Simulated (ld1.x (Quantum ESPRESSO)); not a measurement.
## u(r) = r·R(r): atom against pseudo-atom (Cl (Z = 17))

Columns: radius, all-electron u(r) and pseudo u(r) of the 3s shell (level -32.09 eV) of chlorine in the configuration [Ne] 3s2 3p4; PBE, scalar-relativistic, TM scheme, ld1.x (Quantum ESPRESSO) 7.5.

| r (bohr) | all-electron | pseudo |
| --- | --- | --- |
| 0.053 | 0.2390 | 0.0862 |
| 0.105 | 0.0704 | 0.1633 |
| 0.158 | -0.1633 | 0.2273 |
| 0.210 | -0.3378 | 0.2713 |
| 0.262 | -0.4306 | 0.2954 |
| 0.315 | -0.4468 | 0.3023 |
| 0.368 | -0.4011 | 0.2973 |
| 0.420 | -0.3143 | 0.2882 |
| 0.473 | -0.1990 | 0.2816 |
| 0.525 | -0.0723 | 0.2834 |
| 0.578 | 0.0611 | 0.2983 |
| 0.630 | 0.1894 | 0.3292 |
| 0.683 | 0.3128 | 0.3798 |
| 0.735 | 0.4238 | 0.4476 |
| 0.788 | 0.5248 | 0.5295 |
| 0.840 | 0.6115 | 0.6117 |
| 0.893 | 0.6871 | 0.6871 |
| 0.945 | 0.7493 | 0.7493 |
| 0.998 | 0.8006 | 0.8006 |
| 1.050 | 0.8400 | 0.8400 |
| 1.102 | 0.8692 | 0.8692 |
| 1.155 | 0.8896 | 0.8896 |
| 1.208 | 0.9014 | 0.9014 |
| 1.260 | 0.9057 | 0.9057 |
| 1.313 | 0.9035 | 0.9035 |
| 1.365 | 0.8958 | 0.8958 |

Question: How many radial nodes do the two functions have?

Answer: The all-electron 3s function has n − l − 1 = 2; the pseudo-wave has 0, since the states of the same l below it are removed with the core.

Question: At about which radius was the pseudo-wave matched?

Answer: 0.90 bohr. The columns agree to 0.0005 from 0.84 bohr on; several derivatives are matched, so the curves merge somewhat inside the radius.

Question: Is the pseudo-wave norm-conserving?

Answer: Yes: the TM scheme keeps the norm inside the radius equal to the all-electron one, which fixes the energy derivative of the logarithmic derivative at the level.
